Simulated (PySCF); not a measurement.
Computed shifts of a molecule C2H9BN2, B3LYP/pcSseg-1 in PySCF, GIAO, gas phase, atoms alike by connectivity averaged where their shifts nearly agree, in ppm (number of nuclei): ¹H: 4.22 (1), 3.15 (3), 2.82 (3), 2.25 (1), 2.16 (1). ¹⁵N: 82.3 (1), 75.7 (1). ¹³C: 37.5 (1), 31.0 (1). References: ¹¹B against BF3 (σ = 86.3 ppm); ¹H against TMS (σ = 31.68 ppm); ¹⁵N against NH3 (σ = 265.5 ppm); ¹³C against TMS (σ = 181.3 ppm), references at their B3LYP-D3(BJ)/def2-TZVP geometries, non-relativistic. Geometry optimised at PBE0-D3(BJ)/def2-SVP. The values are those of a single conformer.

Q: Pick the molecule that these values belong to.
(A) CNBNC
(B) CN(C)BN
(C) CNB(C)N
(D) CCB(N)N

A: A, CNBNC
